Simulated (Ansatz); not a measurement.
These are frozen-core CCSD(T)/cc-pVTZ // PBE-D3(BJ)/def2-TZVP (Ansatz, a first-principles code) values and carry that method's errors. The geometry is that of the parent before the electron was removed.

Ansatz 0.2 input:
```yaml
crystal:
  periodic: [false, false, false]
  atoms:
    - { symbol: C, position_ang: [-1.428078, -0.094087, 0.172427] }
    - { symbol: B, position_ang: [-0.041325, 0.027616, 0.114583] }
    - { symbol: C, position_ang: [1.46539, 0.116622, -0.105185] }
    - { symbol: O, position_ang: [1.818705, -0.166833, -1.256185] }
    - { symbol: H, position_ang: [-2.033972, -0.392659, -0.686733] }
    - { symbol: H, position_ang: [-1.99313, 0.102524, 1.087038] }
    - { symbol: H, position_ang: [2.21241, 0.406819, 0.674054] }
basis:
  gaussian: { orbitals: cc-pVTZ }
correlation:
  method: ccsd_t
total_charge: 1
magnetization:
  spin_polarized: true
  initial_magnetization: 1
```

Output:

```
Functional definition: HF
942 factors; integrals over basis functions are off by at most 9.9e-4 eV
mean field evaluation 1: about -4802.1619 eV, gradient 3.8e1 eV
mean field evaluation 2: about -4802.1634 eV, gradient 3.8e1 eV
mean field evaluation 4: about -4808.3303 eV, gradient 3.9e0 eV
mean field evaluation 8: about -4808.5019 eV, gradient 5.0e-1 eV
mean field evaluation 16: about -4808.6585 eV, gradient 9.0e-4 eV
mean field evaluation 32: about -4808.4596 eV, gradient 3.5e-2 eV
mean field evaluation 64: about -4808.4432 eV, gradient 1.1e0 eV
mean field evaluation 96: about -4808.0055 eV, gradient 4.8e-4 eV
mean field evaluation 128: about -4808.2225 eV, gradient 2.4e-2 eV
mean field evaluation 160: about -4807.1350 eV, gradient 1.3e-3 eV
mean field evaluation 192: about -4800.5091 eV, gradient 1.0e1 eV
mean field evaluation 224: about -4803.8960 eV, gradient 6.3e-1 eV
mean field evaluation 256: about -4806.0038 eV, gradient 1.7e-3 eV
mean field evaluation 288: about -4802.2948 eV, gradient 7.6e0 eV
mean field evaluation 320: about -4802.3073 eV, gradient 2.8e1 eV
mean field evaluation 352: about -4806.5436 eV, gradient 2.5e0 eV
mean field evaluation 384: about -4807.1350 eV, gradient 9.9e-4 eV
mean field evaluation 416: about -4806.0038 eV, gradient 7.2e-4 eV
mean field evaluation 448: about -4805.7261 eV, gradient 2.5e-1 eV
mean field evaluation 480: about -4806.6093 eV, gradient 6.4e0 eV
mean field evaluation 512: about -4808.4600 eV, gradient 2.0e-1 eV
mean field -4808.65853109 eV, -176.7149415916 hartree, gradient 3.5e-6 eV, S^2 1.054465; 12 other end points of the search recorded, 0 dependent functions left out
determinant -4808.65853109 eV, -176.7149415916 hartree, with singles and doubles -4825.24054832 eV, -177.3243194851 hartree
determinant -4808.48686626 eV, -176.7086330254 hartree, with singles and doubles -4825.23554316 eV, -177.3241355492 hartree
determinant -4808.22254260 eV, -176.6989193102 hartree, with singles and doubles -4824.49053819 eV, -177.2967571214 hartree
determinant -4808.00550844 eV, -176.6909434521 hartree, with singles and doubles -4824.41156810 eV, -177.2938550242 hartree
determinant -4807.78833957 eV, -176.6829626433 hartree, with singles and doubles -4824.57942845 eV, -177.3000237782 hartree
determinant -4807.13498060 eV, -176.6589521438 hartree, with singles and doubles -4822.73499142 eV, -177.2322419676 hartree
determinant -4806.00381574 eV, -176.6173826022 hartree, with singles and doubles -4821.38979041 eV, -177.1828067423 hartree
determinant -4805.72422872 eV, -176.6071079687 hartree, with singles and doubles -4821.62066614 eV, -177.1912912687 hartree
determinant -4808.65853109 eV, -176.7149415916 hartree, with singles and doubles -4825.12255577 eV, -177.3199833391 hartree
determinant -4808.48686626 eV, -176.7086330254 hartree, with singles and doubles -4825.10768626 eV, -177.3194368946 hartree
determinant -4808.45966177 eV, -176.7076332791 hartree, with singles and doubles -4825.28237675 eV, -177.3258566518 hartree
determinant -4808.45966177 eV, -176.7076332791 hartree, with singles and doubles -4825.12720711 eV, -177.3201542725 hartree
4 core orbitals not correlated
reference -4808.65853109 eV, -176.7149415916 hartree; 10, 9 occupied and 148, 149 virtual orbitals, 942 factors
second order -15.03330609 eV of doubles, -0.00000000 eV of singles
cycle   1  -16.46402832 eV  change   -3.6e-6 eV  update   3.4e-6
perturbative correction -0.72742876 eV, -0.0267325138 hartree
Total energy: -4825.84998817 eV, -177.3467159866 hartree
```

Cost: roughly 9 core-minutes.
